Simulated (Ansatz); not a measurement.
Species, as SMILES: Br (HBr).
Atoms: Br1, H2. Bonds: Br1-H2.

Basis-set convergence of the highest harmonic wavenumber at PBE0 with Ansatz (an electronic-structure program). Each level at its own minimum, finite differences of forces, unscaled; the reference is a large set that could be run, not a limit. Cartesian d functions, on some or all atoms, in 3-21G, 6-31G, 6-31G*, 6-31G**; all else is spherical. The program fits the integrals of some runs and decomposes those of others, by size. No added dispersion term, no relativity. Reference: the value in def2-QZVPPD, 2666 cm⁻¹, itself unsure by roughly 1 cm⁻¹ (its mean distance from pcseg-3, def2-QZVPP, cc-pVQZ). Deviations are taken from unrounded values.

```tsv
basis	functions	highest harmonic wavenumber (cm⁻¹)	minus reference (cm⁻¹)
STO-3G	19	2892	226
pcseg-0	24	2371	-295
3-21G	25	2359	-307
6-31G	31	2513	-153
6-31G*	37	2671	5
def2-SVP	37	2690	24
6-31G**	40	2681	14
aug-cc-pVDZ	45	2669	2
aug-pcseg-1	45	2657	-9
def2-TZVP	54	2668	1
cc-pVTZ	57	2667	0
def2-TZVPP	62	2668	2
def2-TZVPD	66	2671	4
def2-TZVPPD	74	2672	5
aug-pcseg-2	82	2665	-1
def2-QZVP	105	2666	0
def2-QZVPP	119	2666	0
def2-QZVPPD	131	2666	0
```

The smallest set listed that lies within 50 cm⁻¹ of the reference with all its larger relatives (same family, alike in diffuse functions; a set with none counts only in the reference's own line) is 6-31G* (37 functions, 5 cm⁻¹ off), level with def2-SVP. (Relatives not listed, tested too: 6-311G** -5, aug-cc-pVTZ 0, cc-pVQZ -1 cm⁻¹.)
